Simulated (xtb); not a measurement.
AlFH₄Si, SMILES [F][AlH][SiH3]. All values are semi-empirical tight-binding results from xtb (GFN2-xTB unless named), good for trends rather than for accurate numbers. Geometry optimised at GFN2-xTB.

For metal compounds this method's bond lengths and energies can be far off.

Computed properties:
- orbital gap: 3.70 eV
- zero-point energy: 19.4 kcal/mol
- G − E(el) at 298.15 K (modified RRHO): 0.5 kcal/mol
